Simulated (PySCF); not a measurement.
Structure problem from calculated spectra and properties.

Formula: C4H10GeO.

- Dipole: 1.35 D [wB97X-D/def2-SVPD]
- NMR, other nuclei: isotropic shieldings of nuclei other than C and H, by class: 323 (1 O), 1406 (1 Ge) ppm [GIAO PBE0/pcSseg-1]
- Polarisability: 86.5 au [wB97X-D/def2-SVPD]
- Rotational structure: rotational constants A, B, C: 8.705, 0.711, 0.677 GHz [PBE0-D3(BJ)/def2-SVP]
- 13C NMR: chemical shifts (computed TMS as zero) by class: 140.0 (1 C), 131.1 (1 C), 65.6 (1 C), 15.8 (1 C) ppm [GIAO PBE0/pcSseg-1]
- XPS: C1s 290.0, C1s 290.2, C1s 290.8, C1s 292.0, O1s 537.3 eV [ΔSCF SCAN, pcX-2 on the ionised atom, pcseg-1 elsewhere, spin-free X2C]
- UV, first state: lowest singlet excitation: 6.59 eV (188 nm, f = 0.042) [TDDFT wB97X-D/def2-SVPD]
- 1H NMR: chemical shifts (computed TMS as zero) by class: 5.87 (1 H), 5.55 (1 H), 4.95 (3 H), 4.23 (2 H), 1.69 (3 H) ppm [GIAO PBE0/pcSseg-1]
- Couplings: largest of the computed one-bond spin–spin couplings (means over like bonds): 13C–1H +165.8, 13C–1H +161.0, 13C–1H +141.9 (×2), 13C–1H +132.5 (×3), 13C–13C +78.1, 13C–13C +53.2, 13C–13C +46.6, 17O–13C +21.1 Hz [B3LYP/pcJ-1 (pcSseg-1 on Ge), spin–dipole term left out]

Electronic properties: PySCF, gas phase, density fitting. Levels stand in brackets. Isolated species at its PBE0-D3(BJ)/def2-SVP geometry (one conformer only). Relativistic effects, spin–orbit coupling among them, are left out (core-ionisation runs apart) although an element past zinc is present. NMR classes are plain means over equivalent atoms (diastereotopic ones count apart unless rotation or inversion swaps them), as if these changed places fast.

Q: What is the compound? Reason from the data.

A: Numbering: `[CH3:1]/[CH:2]=[CH:3]\[CH2:4][O:5][GeH3:6]`. 4 carbons fall into 4 classes; from least to most shielded: alkene CH carbon [C3] (140.0 ppm), alkene CH carbon [C2] (131.1 ppm), sp3 carbon bound to oxygen [C4] (65.6 ppm), allylic carbon [C1] (15.8 ppm). Hydrogen classes from least to most shielded: 1 H on an alkene CH carbon, C3 (5.87 ppm), 1 H on an alkene CH carbon, C2 (5.55 ppm), 3 H on a germanium bonded to O and 3 H, Ge6 (4.95 ppm), 2 H on an sp3 carbon bound to oxygen, C4 (4.23 ppm), 3 H on an allylic carbon, C1 (1.69 ppm). The other shieldings belong to: 323 ppm, oxygen bonded to C and Ge [O5]; 1406 ppm, germanium bonded to O and 3 H [Ge6]. The couplings run between: +165.8 Hz, alkene CH carbon [C3] and its hydrogen; +161.0 Hz, alkene CH carbon [C2] and its hydrogen; +141.9 Hz, sp3 carbon bound to oxygen [C4] and its hydrogen (with 1 like pair); +132.5 Hz, allylic carbon [C1] and its hydrogen (with 2 like pairs); +78.1 Hz, alkene CH carbon [C2] and alkene CH carbon [C3]; +53.2 Hz, alkene CH carbon [C3] and sp3 carbon bound to oxygen [C4]; +46.6 Hz, allylic carbon [C1] and alkene CH carbon [C2]; +21.1 Hz, oxygen bonded to C and Ge [O5] and sp3 carbon bound to oxygen [C4]. The core levels belong to: C1s 290.0 eV, alkene CH carbon [C3]; C1s 290.2 eV, alkene CH carbon [C2]; C1s 290.8 eV, allylic carbon [C1]; C1s 292.0 eV, sp3 carbon bound to oxygen [C4]; O1s 537.3 eV, oxygen bonded to C and Ge [O5]. No core level of Ge was computed. The optimised geometry has point group C1 and is an asymmetric top. Structure: `C/C=C\C[O][GeH3]`. Computed isomers that give other values at the same levels: `C[O][GeH]1[CH2]C[CH2]1` (core binding energies: C1s 289.9 (×2), C1s 290.6, C1s 292.0, O1s 537.2 eV); `CO[C@H]1C[CH2][GeH2]1` (rotational constant A: 3.589 GHz; this holds for the one conformer computed); `C=CCC[O][GeH3]` (13C chemical shifts (computed TMS as zero) by class: 143.4 (1 C), 125.2 (1 C), 70.6 (1 C), 42.9 (1 C) ppm). The assignments are read from this structure; whether some other isomer fits the data as well wasn't checked. NMR values of atoms bound to Ge lack the spin–orbit term that these neighbours bring.

Conformer computed: `[CH3:1]/[CH:2]=[CH:3]\[CH2:4][O:5][GeH3:6]`: C2–C3–C4–O5 -139°, C3–C4–O5–Ge6 179°.
